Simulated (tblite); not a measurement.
Compound: C₇H₁₂BN.
SMILES with atom numbers: `[N:1]#[C:2][CH2:3][B:4]1[CH2:5][CH2:6][CH2:7][CH2:8][CH2:9]1` (hydrogens: H10, H11 on C3; H12, H13 on C5; H14, H15 on C6; H16, H17 on C7; H18, H19 on C8; H20, H21 on C9)

Computed with GFN2-xTB (tblite), gas phase: L-BFGS steps from a force-field or distance-geometry start until the largest atomic force falls under 0.01 eV/Å.

Step 37: E = -686.3720 eV
```
atom  x, y, z in Å  |  force x, y, z in eV/Å
N1     -3.4008    0.9765    1.9611   -0.011   0.017   0.019
C2     -2.9800    0.3359    1.1118    0.018   0.003  -0.003
C3     -2.4270   -0.4691    0.0586    0.073   0.004   0.000
B4     -0.8483   -0.2012   -0.0032   -0.003   0.033   0.021
C5     -0.2870    1.1539   -0.5722   -0.010   0.003   0.019
C6      1.1585    1.0599   -1.0786   -0.028   0.013  -0.019
C7      2.0479    0.3456   -0.0662   -0.034   0.003  -0.006
C8      1.6035   -1.1017    0.1289   -0.009  -0.010   0.000
C9      0.1625   -1.2156    0.6487   -0.016   0.020  -0.018
H10    -2.6766   -1.5102    0.2772   -0.008   0.006  -0.022
H11    -2.9289   -0.1770   -0.8677    0.010  -0.019   0.010
H12    -0.9183    1.6196   -1.3332    0.028  -0.023  -0.012
H13    -0.2923    1.8522    0.2745   -0.049   0.010   0.004
H14     1.5532    2.0589   -1.2730    0.000   0.031  -0.005
H15     1.1748    0.5109   -2.0227    0.004  -0.015  -0.006
H16     3.0829    0.3590   -0.4181   -0.024  -0.008   0.021
H17     2.0119    0.8807    0.8856   -0.014  -0.037   0.012
H18     1.6681   -1.6160   -0.8330    0.025  -0.015   0.005
H19     2.2860   -1.5987    0.8207    0.027  -0.048  -0.014
H20     0.1612   -0.9883    1.7228   -0.001   0.017  -0.021
H21    -0.1603   -2.2583    0.5773    0.020   0.015   0.017
```

Step 38: E = -686.3727 eV
```
atom  x, y, z in Å  |  force x, y, z in eV/Å
N1     -3.4010    0.9763    1.9620   -0.009   0.007   0.005
C2     -2.9806    0.3356    1.1123    0.023   0.013   0.007
C3     -2.4256   -0.4689    0.0594    0.024   0.005   0.007
B4     -0.8492   -0.2003   -0.0026    0.029   0.031   0.010
C5     -0.2877    1.1531   -0.5741    0.011   0.025   0.009
C6      1.1591    1.0598   -1.0781   -0.009   0.016  -0.017
C7      2.0473    0.3453   -0.0641   -0.033   0.007  -0.009
C8      1.6025   -1.1028    0.1267    0.007  -0.005  -0.006
C9      0.1619   -1.2143    0.6487    0.011   0.008  -0.007
H10    -2.6743   -1.5099    0.2791   -0.009  -0.006  -0.019
H11    -2.9300   -0.1793   -0.8665    0.016  -0.015   0.008
H12    -0.9183    1.6180   -1.3361    0.027  -0.027  -0.019
H13    -0.2935    1.8538    0.2701   -0.052   0.013   0.018
H14     1.5565    2.0587   -1.2717   -0.022   0.014  -0.003
H15     1.1783    0.5101   -2.0222    0.000  -0.007   0.001
H16     3.0836    0.3633   -0.4132   -0.039  -0.022   0.024
H17     2.0080    0.8780    0.8891   -0.016  -0.038   0.003
H18     1.6640   -1.6132   -0.8377    0.025  -0.014   0.013
H19     2.2868   -1.6039    0.8149    0.006  -0.036  -0.023
H20     0.1644   -0.9854    1.7222   -0.006   0.024  -0.010
H21    -0.1613   -2.2569    0.5815    0.015   0.008   0.009
```

Step 39: E = -686.3732 eV
```
atom  x, y, z in Å  |  force x, y, z in eV/Å
N1     -3.4014    0.9761    1.9627   -0.003  -0.005  -0.011
C2     -2.9807    0.3356    1.1128    0.024   0.019   0.016
C3     -2.4239   -0.4687    0.0602   -0.026   0.005   0.015
B4     -0.8494   -0.1988   -0.0018    0.051   0.018  -0.003
C5     -0.2881    1.1529   -0.5755    0.026   0.040  -0.002
C6      1.1593    1.0601   -1.0780    0.011   0.015  -0.006
C7      2.0462    0.3449   -0.0627   -0.023   0.004  -0.007
C8      1.6018   -1.1039    0.1248    0.019  -0.002  -0.012
C9      0.1615   -1.2130    0.6483    0.034  -0.005   0.006
H10    -2.6726   -1.5095    0.2802   -0.004  -0.011  -0.012
H11    -2.9307   -0.1817   -0.8652    0.023  -0.006   0.005
H12    -0.9178    1.6159   -1.3391    0.019  -0.025  -0.027
H13    -0.2957    1.8558    0.2666   -0.049   0.017   0.026
H14     1.5588    2.0592   -1.2702   -0.038  -0.003  -0.002
H15     1.1812    0.5098   -2.0219   -0.006   0.004   0.008
H16     3.0835    0.3661   -0.4091   -0.042  -0.031   0.022
H17     2.0047    0.8748    0.8921   -0.021  -0.033  -0.001
H18     1.6616   -1.6117   -0.8411    0.022  -0.013   0.013
H19     2.2875   -1.6089    0.8099   -0.014  -0.019  -0.029
H20     0.1670   -0.9825    1.7212   -0.009   0.029   0.002
H21    -0.1619   -2.2555    0.5851    0.007   0.000   0.000
```

Step 40: E = -686.3740 eV
```
atom  x, y, z in Å  |  force x, y, z in eV/Å
N1     -3.4026    0.9759    1.9637    0.005  -0.014  -0.025
C2     -2.9805    0.3359    1.1140    0.020   0.021   0.022
C3     -2.4220   -0.4684    0.0617   -0.064   0.003   0.020
B4     -0.8489   -0.1966   -0.0009    0.057  -0.004  -0.015
C5     -0.2882    1.1535   -0.5774    0.031   0.044  -0.011
C6      1.1599    1.0612   -1.0777    0.027   0.010   0.013
C7      2.0446    0.3442   -0.0612   -0.006  -0.004   0.000
C8      1.6013   -1.1055    0.1224    0.025  -0.002  -0.017
C9      0.1616   -1.2115    0.6478    0.050  -0.017   0.018
H10    -2.6705   -1.5094    0.2817    0.005  -0.012  -0.002
H11    -2.9314   -0.1850   -0.8633    0.030   0.008   0.001
H12    -0.9167    1.6123   -1.3439    0.009  -0.017  -0.034
H13    -0.3000    1.8590    0.2624   -0.041   0.021   0.026
H14     1.5611    2.0606   -1.2673   -0.048  -0.018  -0.005
H15     1.1850    0.5103   -2.0216   -0.014   0.019   0.016
H16     3.0825    0.3684   -0.4045   -0.032  -0.035   0.016
H17     2.0010    0.8698    0.8958   -0.028  -0.021  -0.004
H18     1.6594   -1.6107   -0.8449    0.014  -0.012   0.006
H19     2.2881   -1.6154    0.8038   -0.029   0.003  -0.030
H20     0.1701   -0.9779    1.7197   -0.009   0.032   0.014
H21    -0.1626   -2.2537    0.5896   -0.001  -0.006  -0.008
```

Question: Estimate the geometry and energy of step 41. (The exact step hangs on the optimiser's Hessian estimate; all steps are aligned on step 40, rigid shifts and turns removed.)

Answer: E = -686.3749 eV, largest force 0.071 eV/Å
```
atom  x, y, z in Å  |  force x, y, z in eV/Å
N1     -3.4048    0.9755    1.9651    0.012  -0.016  -0.032
C2     -2.9802    0.3364    1.1158    0.014   0.015   0.021
C3     -2.4205   -0.4682    0.0643   -0.069  -0.001   0.017
B4     -0.8474   -0.1941   -0.0007    0.040  -0.026  -0.020
C5     -0.2878    1.1550   -0.5803    0.019   0.031  -0.012
C6      1.1614    1.0631   -1.0769    0.031   0.001   0.034
C7      2.0427    0.3430   -0.0595    0.013  -0.015   0.009
C8      1.6009   -1.1076    0.1190    0.019  -0.004  -0.019
C9      0.1626   -1.2097    0.6473    0.047  -0.023   0.024
H10    -2.6675   -1.5097    0.2841    0.014  -0.007   0.011
H11    -2.9323   -0.1894   -0.8608    0.034   0.024  -0.002
H12    -0.9151    1.6069   -1.3514    0.002  -0.005  -0.035
H13    -0.3067    1.8636    0.2570   -0.028   0.021   0.013
H14     1.5637    2.0628   -1.2625   -0.048  -0.025  -0.012
H15     1.1901    0.5123   -2.0212   -0.021   0.035   0.023
H16     3.0809    0.3699   -0.3994   -0.008  -0.035   0.009
H17     1.9963    0.8629    0.9003   -0.032  -0.004  -0.005
H18     1.6567   -1.6099   -0.8497    0.006  -0.011  -0.007
H19     2.2880   -1.6235    0.7960   -0.033   0.026  -0.025
H20     0.1739   -0.9710    1.7181   -0.006   0.030   0.020
H21    -0.1639   -2.2514    0.5951   -0.005  -0.009  -0.013
```

The energy changes by -0.0009 eV. The first-order estimate −F·Δx gives -0.0012 eV and the mean of the old and new forces, exact on a quadratic surface, -0.0009 eV. The step makes an angle of 76° with the force vector and moves no atom by more than 0.011 Å.

The cost below is that of the whole relaxation. The run took 2.1 s wall, 1.5 s CPU on one thread of an Intel Xeon at 2.50 GHz, no GPU, shared host.
